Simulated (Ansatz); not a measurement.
A run on C2H3NSe, SMILES `NC#C[SeH]` with other settings.

```yaml
crystal:
  periodic: [false, false, false]
  atoms:
    - {symbol: N, position_ang: [-0.023333, 1.118059, 1.549919]}
    - {symbol: C, position_ang: [-0.210682, 0.183929, 0.227111]}
    - {symbol: C, position_ang: [-0.019540, -0.500131, -0.648686]}
    - {symbol: Se, position_ang: [-0.342218, -1.581179, -2.061296]}
    - {symbol: H, position_ang: [0.242351, 2.050453, 1.062191]}
    - {symbol: H, position_ang: [-0.771999, 1.016602, 2.081736]}
    - {symbol: H, position_ang: [0.948891, -2.489765, -1.903824]}
basis:
  gaussian: {orbitals: STO-3G}
hamiltonian: {xc: {name: PBE}, dispersion: d3bjatm}
scf: {lower_state_search: full}
```

```sh
$ ansatz run in.yaml --threads 2 --pin off --events-out ev --progress --plain --max-ram 4352MiB
```

Shortened log:

```
Functional definition: PBE
421 factors; integrals over basis functions are off by at most 4.1e-5 eV
mean field evaluation 1: about -68169.7164 eV, gradient 9.1e0 eV
mean field evaluation 2: about -68169.6111 eV, gradient 9.1e0 eV
mean field evaluation 4: about -68169.9327 eV, gradient 2.5e0 eV
mean field evaluation 8: about -68169.9518 eV, gradient 4.8e-2 eV
mean field -68169.95184823 eV, -2505.1995231695 hartree, gradient 7.8e-5 eV, S^2 0.000000; 0 other end points of the search recorded, 0 dependent functions left out
reference -68169.95187029 eV, -2505.1995239803 hartree; 28, 28 occupied and 8, 8 virtual orbitals, 421 factors
Total energy: -68170.08029539 eV, -2505.2042435154 hartree
```

Hardware: 2 threads of an AMD EPYC 7B13 on a shared host. Wall time 0.4 s, peak host memory 0.1 GiB.
